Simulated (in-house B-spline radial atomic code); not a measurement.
Results of a calculation; reference values are marked as such.
Softness against transferability: the 4s channel of Pd

Pd, [Kr] 4d10, non-relativistic LDA (VWN5), spherical and spin-unpolarised, from an all-electron radial atomic-structure program (B-spline basis) (atomic units). The all-electron 4s level is ε = -2.889172 hartree, its outermost node lies just inside 0.48 bohr and its outer maximum at 0.87 bohr.

Troullier-Martins pseudo-orbitals are made for several radii. The cutoffs (hartree) are the plane-wave energies beyond which the orbital holds less than the named kinetic energy per electron. The phase error is the difference, pseudo minus all-electron, of arctan(R P'/P) at R = 1.52 bohr for all radii, half a hartree below and above the level.

```tsv
r_c (bohr)	V_l(0) (hartree)	cutoff for 10 mEh	for 1 mEh	for 0.1 mEh	phase error at ε − 0.5 (mrad)	at ε + 0.5 (mrad)
0.65	-62.06	252	423	> 450	-24.8	-5.8
0.76	-16.21	105	207	411	-6.3	-0.9
0.87	4.27	50.8	102	173	-3.5	-0.5
0.99	7.87	49.2	70.6	120	-3.0	-0.4
1.1	4.58	45.3	65	108	-4.5	-0.6
1.22	1.14	37.7	53.7	90.9	-9.2	-1.3
```

**Question.** Which radius needs the lowest cutoff for 1 mEh while both phase errors stay within 6.4 mrad?

**Answer.** The radii within that limit are 0.76, 0.87, 0.99, 1.1 bohr; of these r_c = 1.1 needs the least, 65 hartree, that is 130 Ry or 1769 eV.

**Question.** What does the larger radius buy, and what does it cost?

**Answer.** From r_c = 0.65 to 1.22 bohr the cutoff for 1 mEh goes from 423 to 53.7 hartree, a factor of 7.88, against 3.52 for a pure 1/r_c² scaling, end to end; step by step it is 423, 207, 102, 70.6, 65, 53.7, and for 0.1 mEh > 450, 411, 173, 120, 108, 90.9; the number of plane waves goes as the cutoff to the power 3/2, here a factor of 22.1. The larger of the two phase errors is least at r_c = 0.99 bohr, 3.0 mrad; it is 24.8 at the smallest radius and 9.2 at the largest. These errors test the reference atom alone. The smallest radius lies well inside the outer maximum, where the nodeless form must bend sharply to keep the norm, so it is both harder and scatters less well than the next. Large radii also let the cores of neighbours overlap, which an atom doesn't show.
